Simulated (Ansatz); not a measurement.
`F[C](=[Se])[InH2]` + `[SiH3]N[SiH3]` → `[SiH3][N]([SiH3])[InH2]` + `FC=[Se]` at 700 K and 1 bar (ligand exchange at the In–C bond).

Isolated molecules relaxed with PBE0-D4/def2-TZVP in Ansatz; ΔE leaves out vibrations. CCSD(T)/CBS adds triple-zeta CCSD(T) − MP2 to the extrapolated MP2 energy (def2 sets, frozen cores). This one scheme is used for every species. Elements past krypton have def2 core potentials. For In, Se outer-core shells are correlated without core-valence functions, which leaves a few kJ/mol of doubt a bond. Scalar relativity is left out up to krypton.

```json
{"species": "`F[C](=[Se])[InH2]`", "CCSD(T)/CBS energy (Eh)": "-2729.49754", "H − E (kJ/mol)": "111.5", "S (J/(mol·K))": "437.1"}
{"species": "`[SiH3]N[SiH3]`", "CCSD(T)/CBS energy (Eh)": "-637.10515", "H − E (kJ/mol)": "245.6", "S (J/(mol·K))": "444.2"}
{"species": "`[SiH3][N]([SiH3])[InH2]`", "CCSD(T)/CBS energy (Eh)": "-827.51128", "H − E (kJ/mol)": "275.2", "S (J/(mol·K))": "546.6"}
{"species": "`FC=[Se]`", "CCSD(T)/CBS energy (Eh)": "-2539.10585", "H − E (kJ/mol)": "80.6", "S (J/(mol·K))": "317.3"}
```

H − E and S are ideal-gas, rigid-rotor, harmonic terms from PBE0-D4/def2-TZVP. 1 Eh = 2625.50 kJ/mol, R = 8.31446 J/(mol·K).

Question: By hand: ΔE, ΔH, ΔS and ΔG.

Answer: ΔE = (-827.51128) + (-2539.10585) − (-2729.49754) − (-637.10515) = -0.01444 Eh = -37.9 kJ/mol. Δ(H − E) = 275.2 + 80.6 − 111.5 − 245.6 = -1.3, so ΔH = -39.2 kJ/mol. ΔS = 546.6 + 317.3 − 437.1 − 444.2 = -17.4 J/(mol·K). ΔG = -39.2 − 700 × (-17.4)/1000 = -27.0 kJ/mol.

Question: By hand: the equilibrium constant, and the temperature at which ΔG would vanish if ΔH and ΔS stayed fixed.

Answer: log₁₀ K = −ΔG/(RT ln 10) = 2.0. ΔG = 0 at ΔH/ΔS = 2253 K, though so small a ΔS makes that figure unsure.

ΔH outweighs TΔS. A doubt of 5 kJ/mol in ΔE shifts log₁₀ K by 0.4 here. Modes under 60 cm⁻¹, often nearly free rotors, make the harmonic entropy too high. These are equilibria of isolated gas molecules and say nothing of rates. Largest T1 diagnostic: 0.018 (customary marks: 0.02 for closed shells, 0.045 for open ones).
